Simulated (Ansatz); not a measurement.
Consider the cleavage of the Sn–Si bond: `N[SiH]([SiH3])[SnH3]` + `NCF` → `FC[NH][SnH3]` + `N[SiH2][SiH3]`.

Computed with Ansatz on PBE0-D4/def2-TZVP structures; ΔE is electronic, products minus reactants. CCSD(T)/CBS is the MP2 limit (def2-TZVPP, def2-QZVPP) plus CCSD(T) − MP2 in def2-TZVPP, frozen cores. This one scheme is used for every species. Functionals use def2-TZVPP. B3LYP here is the variant with VWN-RPA as its local correlation; programs differ in this. Elements past krypton have def2 core potentials. For Sn outer-core shells are correlated without core-valence functions, which leaves a few kJ/mol of doubt a bond. One conformer a species, not always the lowest.

`N[SiH]([SiH3])[SnH3]`:

Z-matrix (Å, degrees):
```
Si
Si 1 2.350
Sn 1 2.568 2 109.3
N 1 1.732 2 115.9 3 -121.7
H 1 1.491 2 107.6 3 118.3
H 2 1.490 1 110.7 3 -61.1
H 2 1.490 1 110.0 3 58.5
H 2 1.491 1 111.5 3 178.1
H 3 1.712 1 109.7 2 -79.2
H 3 1.708 1 112.2 2 161.2
H 3 1.709 1 111.4 2 39.7
H 4 1.008 1 119.0 2 70.7
H 4 1.009 1 119.0 2 -69.0
```

`NCF`:

Cartesian coordinates in Å:
```
N -0.269 0.766 0.372
C 0.370 -0.305 -0.267
F -0.399 -1.482 -0.306
H -1.116 1.054 -0.097
H -0.465 0.581 1.346
H 0.586 -0.051 -1.307
H 1.292 -0.563 0.258
```

`FC[NH][SnH3]`:

```xyz
10

F    -1.587   -0.480    1.249
C    -0.905    0.705    0.888
N     0.424    0.487    0.507
Sn    0.798   -0.680   -1.127
H    -0.968    1.357    1.764
H    -1.483    1.129    0.062
H     1.022    0.307    1.301
H     2.411   -0.340   -1.563
H    -0.324   -0.143   -2.288
H     0.612   -2.343   -0.792
```

`N[SiH2][SiH3]`:

Cartesian coordinates in Å:
```
N 0.612 1.568 -0.607
Si 0.097 0.547 0.683
Si -0.601 -1.499 -0.215
H 1.272 1.219 -1.284
H 0.767 2.549 -0.434
H -1.032 1.233 1.370
H 1.124 0.265 1.735
H 0.482 -2.085 -1.055
H -1.810 -1.335 -1.067
H -0.912 -2.462 0.876
```

```csv
level,ΔE (kcal/mol),difference from CCSD(T)/CBS
r2SCAN-D4,9.8,1.4
B3LYP-D4,9.1,0.7
B2PLYP,7.8,-0.6
PBE,11.4,3.0
PBE0,11.2,2.8
B3LYP,8.5,0.1
HF/def2-TZVPP,5.9,-2.5
MP2/def2-TZVPP,7.6,-0.8
SCS-MP2/def2-TZVPP,6.2,-2.2
CCSD/def2-TZVPP,7.6,-0.8
CCSD(T)/def2-TZVPP,7.7,-0.7
HF/def2-QZVPP,5.6,-2.8
SCS-MP2/def2-QZVPP,6.6,-1.8
HF/CBS(def2),5.5,-2.9
MP2/CBS(def2),8.4,0.0
CCSD/CBS(def2),8.3,-0.1
CCSD(T)/CBS,8.4,0
```

Largest T1 diagnostic among the species: 0.013.

In def2-TZVPP, CCSD(T) changes the Hartree–Fock value by +1.8 kcal/mol (the triples alone add +0.1 kcal/mol) and MP2 by +1.7 kcal/mol.
